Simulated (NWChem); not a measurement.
System: silylphosphine (SiPH$_{5}$); SMILES [SiH3]P

NWChem printed, in part:

```
             Northwest Computational Chemistry Package (NWChem) 7.3.0
             --------------------------------------------------------

 C1  symmetry detected

                             Geometry "geometry" -> ""
                             -------------------------

 Output coordinates in angstroms (scale by  1.889725989 to convert to a.u.)

  No.       Tag          Charge          X              Y              Z
 ---- ---------------- ---------- -------------- -------------- --------------
    1 Si                  14.0000    -0.00010115     1.08499126    -0.02268090
    2 P                   15.0000    -0.00029841    -1.14959884    -0.08623198
    3 H                    1.0000    -1.20736337     1.52863356    -0.71775936
    4 H                    1.0000     1.20313434     1.52914301    -0.72480306
    5 H                    1.0000     0.00392676     1.62183425     1.34041890
    6 H                    1.0000    -0.99523033    -1.31296392     0.85949539
    7 H                    1.0000     1.00142495    -1.31254198     0.85366048

 Effective nuclear repulsion energy (a.u.)      91.4739661619

                                Z-matrix (autoz)
                                --------

 Units are Angstrom for bonds and degrees for angles

      Type          Name      I     J     K     L     M      Value
      ----------- --------  ----- ----- ----- ----- ----- ----------
    1 Stretch                  1     2                       2.23549
    2 Stretch                  1     3                       1.46200
    3 Stretch                  1     4                       1.46220
    4 Stretch                  1     5                       1.46501
    5 Stretch                  2     6                       1.38238
    6 Stretch                  2     7                       1.38326
    7 Bend                     1     2     6                95.66683
    8 Bend                     1     2     7                95.64525
    9 Bend                     2     1     3               106.84230
   10 Bend                     2     1     4               106.86127
   11 Bend                     2     1     5               113.12545
   12 Bend                     3     1     4               111.04172
   13 Bend                     3     1     5               109.47720
   14 Bend                     4     1     5               109.46359
   15 Bend                     6     2     7                92.43213
   16 Torsion                  3     1     2     6         -74.04451
   17 Torsion                  3     1     2     7        -167.06314
   18 Torsion                  4     1     2     6         167.02544
   19 Torsion                  4     1     2     7          74.00680
   20 Torsion                  5     1     2     6          46.49252
   21 Torsion                  5     1     2     7         -46.52611

                           NWChem Geometry Optimization
                           ----------------------------

 maximum gradient threshold         (gmax) =   0.000015
 rms gradient threshold             (grms) =   0.000010
 maximum cartesian step threshold   (xmax) =   0.000060
 rms cartesian step threshold       (xrms) =   0.000040
 fixed trust radius                (trust) =   0.300000
 source of zmatrix                         =   autoz

          -------------------
          Energy Minimization
          -------------------

 Using diagonal initial Hessian
 Scaling for Hessian diagonals: bonds = 1.00  angles = 0.25  torsions = 0.10

          --------
          Step   0

                                 NWChem DFT Module
                                 -----------------

 Summary of "ao basis" -> "ao basis" (spherical)
 ------------------------------------------------------------------------------
       Tag                 Description            Shells   Functions and Types
 ---------------- ------------------------------  ------  ---------------------
 Si                         def2-svp                 8       18   4s3p1d
 P                          def2-svp                 8       18   4s3p1d
 H                          def2-svp                 3        5   2s1p

[...]

      ----------------------
      Optimization converged
      ----------------------

  Step       Energy      Delta E   Gmax     Grms     Xrms     Xmax
  ---- ---------------- -------- -------- -------- -------- --------
@    9    -633.68398877 -9.3D-10  0.00000  0.00000  0.00002  0.00003
                                     ok       ok       ok       ok

                                Z-matrix (autoz)
                                --------

 Units are Angstrom for bonds and degrees for angles

      Type          Name      I     J     K     L     M      Value     Gradient
      ----------- --------  ----- ----- ----- ----- ----- ---------- ----------
    1 Stretch                  1     2                       2.28351    0.00000
    2 Stretch                  1     3                       1.49169   -0.00000
    3 Stretch                  1     4                       1.49169   -0.00000
    4 Stretch                  1     5                       1.49279   -0.00000
    5 Stretch                  2     6                       1.43029    0.00000
    6 Stretch                  2     7                       1.43029    0.00000
    7 Bend                     1     2     6                94.01261    0.00000
    8 Bend                     1     2     7                94.01197    0.00000
    9 Bend                     2     1     3               108.04206   -0.00000
   10 Bend                     2     1     4               108.04150   -0.00000
   11 Bend                     2     1     5               113.93094    0.00000
   12 Bend                     3     1     4               108.91787    0.00000
   13 Bend                     3     1     5               108.90442    0.00000
   14 Bend                     4     1     5               108.90455    0.00000
   15 Bend                     6     2     7                93.59797   -0.00000
   16 Torsion                  3     1     2     6         -74.21059   -0.00000
   17 Torsion                  3     1     2     7        -168.10878    0.00000
   18 Torsion                  4     1     2     6         168.09809   -0.00000
   19 Torsion                  4     1     2     7          74.19990    0.00000
   20 Torsion                  5     1     2     6          46.94387   -0.00000
   21 Torsion                  5     1     2     7         -46.95432    0.00000

                         Geometry "geometry" -> "geometry"
                         ---------------------------------

 Output coordinates in angstroms (scale by  1.889725989 to convert to a.u.)

  No.       Tag          Charge          X              Y              Z
 ---- ---------------- ---------- -------------- -------------- --------------
    1 Si                  14.0000    -0.00005657     1.08114088    -0.02307201
    2 P                   15.0000     0.00005795    -1.20115371    -0.09764754
    3 H                    1.0000    -1.21601436     1.56667877    -0.73779722
    4 H                    1.0000     1.21154527     1.56701967    -0.74492769
    5 H                    1.0000     0.00392644     1.64178654     1.36043458
    6 H                    1.0000    -1.03960086    -1.33315084     0.87571258
    7 H                    1.0000     1.04563490    -1.33282398     0.86939676

 Effective nuclear repulsion energy (a.u.)      89.4371615281

                Final and change from initial internal coordinates
                --------------------------------------------------

                                Z-matrix (autoz)
                                --------

 Units are Angstrom for bonds and degrees for angles

      Type          Name      I     J     K     L     M      Value       Change
      ----------- --------  ----- ----- ----- ----- ----- ---------- ----------
    1 Stretch                  1     2                       2.28351    0.04802
    2 Stretch                  1     3                       1.49169    0.02969
    3 Stretch                  1     4                       1.49169    0.02949
    4 Stretch                  1     5                       1.49279    0.02778
    5 Stretch                  2     6                       1.43029    0.04791
    6 Stretch                  2     7                       1.43029    0.04704
    7 Bend                     1     2     6                94.01261   -1.65423
    8 Bend                     1     2     7                94.01197   -1.63328
    9 Bend                     2     1     3               108.04206    1.19976
   10 Bend                     2     1     4               108.04150    1.18022
   11 Bend                     2     1     5               113.93094    0.80549
   12 Bend                     3     1     4               108.91787   -2.12385
   13 Bend                     3     1     5               108.90442   -0.57278
   14 Bend                     4     1     5               108.90455   -0.55904
   15 Bend                     6     2     7                93.59797    1.16584
   16 Torsion                  3     1     2     6         -74.21059   -0.16608
   17 Torsion                  3     1     2     7        -168.10878   -1.04564
   18 Torsion                  4     1     2     6         168.09809    1.07265
   19 Torsion                  4     1     2     7          74.19990    0.19309
   20 Torsion                  5     1     2     6          46.94387    0.45134
   21 Torsion                  5     1     2     7         -46.95432   -0.42822

[...]
```

Level: B3LYP/def2-SVP. 

Problem. Write an input that gives this output.

Solution. Several could match; the one computed here: the input that was run:
```
start job
memory heap 200 mb stack 900 mb global 1100 mb
geometry units angstroms
  Si    -1.101645     0.095611     0.245934
  P      1.060653    -0.080875    -0.293280
  H     -1.823195    -0.877069    -0.573025
  H     -1.509787     1.461463    -0.079474
  H     -1.364685    -0.168010     1.662822
  H      1.269068    -1.276805     0.368001
  H      1.528669     0.660240     0.776817
end
basis spherical
  Si library def2-svp
  P library def2-svp
  H library def2-svp
end
dft
  xc b3lyp
  iterations 150
end
driver
  maxiter 150
  tight
end
task dft optimize
```
